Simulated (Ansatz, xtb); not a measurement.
Two structures of BHO3S

Structure X: a singlet given by its coordinates. Structure Y: `O=BOSO`, a singlet. Both are isolated molecules in the gas phase, relaxed with PBE0-D3(BJ)/def2-SVP; the shapes shown needn't be the lowest conformers.

X (Å):

```xyz
6

B     1.7261    0.5613    0.7075
O     0.8923   -0.2460    0.0429
O     1.8122    1.9425    0.5870
O     2.6890    0.2300    1.6589
S     3.0504    1.8952    1.7554
H     0.9954   -1.1744    0.2749
```

Close contacts (Å): B1–O2 1.34, B1–O3 1.39, B1–O4 1.39, B1–S5 2.15, O3–S5 1.70, O4–S5 1.71, O2–H6 0.96.

Y (Å):

```xyz
6

B     2.0558    1.7145    1.8863
O     2.3419    2.8872    1.9495
O     1.7100    0.4286    1.8565
O     1.6531   -0.2956   -0.6295
S     2.5020   -0.5787    0.7333
H     0.8660   -0.8622   -0.6366
```

Quicker runs give these differences E(Y) − E(X): GFN2-xTB +1.5 kcal/mol; HF/STO-3G +44.9 kcal/mol (at GFN2-xTB geometries); r2SCAN-D4/def2-SVP +25.7 kcal/mol (at GFN2-xTB geometries).

Q: Estimate E(Y) − E(X) at the level CCSD(T)/def2-SVP + ΔMP2/def2-TZVPP.

A: Calculated at CCSD(T)/def2-SVP + ΔMP2/def2-TZVPP: E(Y) − E(X) = +23.7 kcal/mol, so structure X lies lower.

The same difference at several levels:

```tsv
level	geometry	E(Y) − E(X) (kcal/mol)	departure from the last row (kcal/mol)	job, with rough time for the two
GFN2-xTB	GFN2-xTB	+1.5	−22.2	optimisation, 0.96 s
HF/STO-3G	GFN2-xTB	+44.9	+21.2	single point, 3.1 s
r2SCAN-D4/def2-SVP	GFN2-xTB	+25.7	+2.0	single point, 13 s
PBE0-D3(BJ)/def2-SVP	PBE0-D3(BJ)/def2-SVP	+25.5	+1.7	optimisation, 1.9 min
HF/def2-SVP	PBE0-D3(BJ)/def2-SVP	+24.4	+0.7	part of the CCSD(T) run
MP2/def2-SVP	PBE0-D3(BJ)/def2-SVP	+21.3	−2.4	part of the CCSD(T) run
CCSD(T)/def2-SVP	PBE0-D3(BJ)/def2-SVP	+22.5	−1.2	single point
CCSD(T)/def2-SVP + ΔMP2/def2-TZVPP	PBE0-D3(BJ)/def2-SVP	+23.7		single point, 45 s
```

None of the levels shown reverses the order. The largest departure from CCSD(T)/def2-SVP + ΔMP2/def2-TZVPP is that of GFN2-xTB, 22.2 kcal/mol. The last row adds to CCSD(T) the change of the MP2 difference between the two basis sets, here +1.2 kcal/mol.

With harmonic frequencies from PBE0-D3(BJ)/def2-SVP (ideal gas, rigid rotor, one conformer each, 298.15 K, 1 atm): on the last row, ΔE + ΔZPE = +22.9, ΔH = +23.5, ΔG = +21.8 kcal/mol.

The correlated steps freeze 9 core orbitals. Mirror images aren't counted in ΔG. Run with Ansatz 0.2.0, xtb 6.7.1; the last row on 1 thread of Intel(R) Xeon(R) Processor @ 2.50GHz (Skylake/Cascade Lake) on a shared host.
